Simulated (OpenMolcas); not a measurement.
# Ga+: effect of the IPEA shift

```json
{
 "Program": "OpenMolcas 26.06",
 "Basis": "ANO-RCC-VTZP [6s5p3d1f]",
 "Scalar Hamiltonian": "DKH2, point nucleus",
 "Active space": "2 electrons in 9 orbitals (RAS2 4s 4p; RAS3 4d, at most 2 electrons)",
 "State averaging": "2S+1 = 3 even, 3 roots; 2S+1 = 1 even, 7 roots; 2S+1 = 3 odd, 3 roots; 2S+1 = 1 odd, 3 roots",
 "Spin-orbit coupling": "RASSI with atomic mean-field integrals over the reference wave functions, term energies averaged over their components"
}
```

Methods on the same reference wave functions:
A. RASSCF
B. MS-RASPT2, IPEA 0 Eh, imaginary shift 0.1 Eh (closed shells correlated: 3d)
C. MS-RASPT2, IPEA 0.25 Eh, imaginary shift 0.1 Eh (closed shells correlated: 3d)

Energies in cm⁻¹ above 4s² ¹S₀, the measured ground level; measured values from NIST Handbook of Basic Atomic Spectroscopic Data.

| Level | A | B | C | Measured |
| --- | --- | --- | --- | --- |
| 4s² ¹S₀ | 0.0 | 0.0 | 0.0 | 0.0 |
| 4s 4p ³P°₀ | 42595 | 45851 | 45845 | 47368 |
| 4s 4p ³P°₁ | 42966 | 46221 | 46215 | 47814 |
| 4s 4p ³P°₂ | 43730 | 46985 | 46979 | 48750 |
| 4s 4p ¹P°₁ | 69638 | 70304 | 70355 | 70701 |

Deviations, from unrounded energies. A percentage is the sum of absolute deviations over the sum of measured energies, with the sign that they share, or ± where signs differ.

| Against measurement | Levels | A | B | C |
| --- | --- | --- | --- | --- |
| mean absolute deviation (cm-1) | 4 | 3900 | 1300 | 1300 |
| other configurations (%) | 4 | -7.3 | -2.5 | -2.4 |

B, C lie about equally close to measurement and A furthest from it. The largest miss of C in the table is 4s 4p ³P°₂, by -1800 cm-1. The ranking rests on the paired levels alone, and a cruder setting can come out closer through cancelling errors.

Between B and C the level of the table that moves most is 4s 4p ¹P°₁, by 52 cm-1 (lowest in B, highest in C).

The lowest spin-free term lies below A's lowest term by 0.401 hartree in B, 0.400 hartree in C.

Active for correlation alone: 4d; no level in the range computed is led by a configuration that fills it, so any true level of that kind is missing. Without dynamic correlation excited terms often stand tens of per cent too high (terms of higher spin than the ground term too low), and those without a measured partner can miss by more than the paired ones (holds for A). Measured partners are found by configuration, term and J. A level has none where our copy of the source lacks it or the pairing is in doubt (some pairs that miss far off the trend of their configuration count as doubtful), and it then counts in no deviation. Levels of configurations outside the active space are missing. Levels that lie high or do not pair safely by name in every column are left out.

° marks odd parity.
